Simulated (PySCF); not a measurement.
## The 19-electron isoelectronic series, spin-free X2C

All values are computed (PySCF 2.14, energy differences of UHF-based or UKS calculations, no spin-orbit coupling). Each ion has its own even-tempered basis scaled to its charge (17s12p7d4f3g for the first); frozen: [Ne]. Ionisation energies in eV.

```tsv
ion	configuration	UHF	LDA	PBE	PBE0	r2SCAN	MP2 (outer shells)	NIST (with spin-orbit, Breit and QED)
W⁵⁵⁺	[Ar] 3d1 (2D)	5297.6	5298.0	5299.6	5299.5	5300.5	5297.3	5348 ± 4 (s)
Re⁵⁶⁺	[Ar] 3d1 (2D)	5480.8	5481.1	5482.7	5482.6	5483.6	5480.4	5528 ± 5 (t)
Os⁵⁷⁺	[Ar] 3d1 (2D)	5667.2	5667.4	5669.2	5669.1	5670.1	5666.8	5717 ± 6 (t)
Ir⁵⁸⁺	[Ar] 3d1 (2D)	5856.8	5857.0	5858.8	5858.7	5859.7	5856.4	5910 ± 6 (t)
Pt⁵⁹⁺	[Ar] 3d1 (2D)	6049.4	6049.6	6051.4	6051.3	6052.3	6049.1	6106 ± 7 (t)
Au⁶⁰⁺	[Ar] 3d1 (2D)	6245.4	6245.5	6247.4	6247.2	6248.3	6245.0	6305 ± 10 (t)
Hg⁶¹⁺	[Ar] 3d1 (2D)	6444.5	6444.6	6446.5	6446.4	6447.4	6444.1	6508 ± 12 (t)
Tl⁶²⁺	[Ar] 3d1 (2D)	6646.8	6646.8	6648.8	6648.7	6649.8	6646.5	6714 ± 15 (t)
Pb⁶³⁺	[Ar] 3d1 (2D)	6852.2	6852.1	6854.2	6854.1	6855.1	6851.8	6924 ± 19 (t)
Bi⁶⁴⁺	[Ar] 3d1 (2D)	7060.9	7060.8	7062.9	7062.8	7063.9	7060.5	7137 ± 24 (t)
```

Each ion has its own basis, which adds noise of up to about 0.1 % along the series.

NIST values marked (s) are semi-empirical, (t) theoretical. Open shells are high-spin determinants of the terms that Hund's rules give.

Spin-orbit coupling of the open shells is absent from the calculated values and included in NIST's; it grows fast with Z.
